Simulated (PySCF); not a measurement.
Species: C6H12FS (charge +1).
Z-matrix (Å and degrees, GFN2-xTB geometry), rows numbered from 1:
```
C 
C   1  1.5233
C   2  1.5286  1  112.91
C   3  1.5183  2  106.75  1  -170.14
S   4  1.8353  3  106.52  2    37.28
C   5  1.8519  4  100.94  3    89.32
F   6  1.3432  5  109.70  4   -47.35
C   2  1.5298  1  110.60  3  -117.89
H   1  1.0860  2  109.90  3   -62.19
H   1  1.0862  2  110.71  3   178.41
H   1  1.0870  2  110.94  3    57.63
H   2  1.0940  1  109.23  3   121.79
H   3  1.0909  2  109.99  1   -49.69
H   3  1.0892  2  111.22  1    69.95
H   4  1.0898  3  111.94  2   -77.22
H   4  1.0875  3  114.29  2   157.95
H   6  1.0939  5  108.42  4  -166.75
H   6  1.0937  5  108.14  4    72.03
H   8  1.0878  2  113.11  1   -80.67
H   8  1.0896  2  110.96  1    42.93
```

NICS = −σ at a ghost point: NICS(0) at the centroid of the ring atoms, NICS(1) 1 Å to either side along the normal of their mean plane, zz for the tensor component along that normal. Level: GIAO PBE0/pcSseg-1 (PySCF, non-relativistic, gas phase) on the GFN2-xTB geometry, one conformer.

Ring bond lengths (Å), with Mayer bond orders in brackets: C2–C3 1.529 (0.98), C3–C4 1.518 (1.01), C4–S5 1.835 (0.91), S5–C8 1.830 (0.91), C8–C2 1.530 (0.96).

Question: What do the NICS probes read (ppm)?

Answer: 
| ring | type | NICS(0) | NICS(1), two faces | NICS(1)zz, two faces | rms pucker (Å) | centre to ring atoms, mean (Å) |
| --- | --- | --- | --- | --- | --- | --- |
| C2–C3–C4–S5–C8 | 5-membered ring with S; formal bonds all single | -8.1 | -4.8 / -4.9 | -5.6 / -5.9 | 0.20 | 1.37 |

Question: What do they say, and how far can they be read as aromaticity?

Answer: 
- C2–C3–C4–S5–C8: mean NICS(1)zz -5.7 ppm, shielded. C2, C3, C4, C8 have four or more neighbours, and the NICS criterion for π rings isn't applied.

Question: What field does 14.1 T along the ring normal induce along that normal at the second NICS(1) probe listed for ring C2–C3–C4–S5–C8, 1 Å off the ring?

Answer: NICSzz × B0 = -5.9 ppm × 14.1 T = -83 μT, against the applied field.

The run took 35 s wall on one thread of an Arm Neoverse V1, no GPU, on a shared host. This is the whole shielding run at PBE0/pcSseg-1, SCF included.
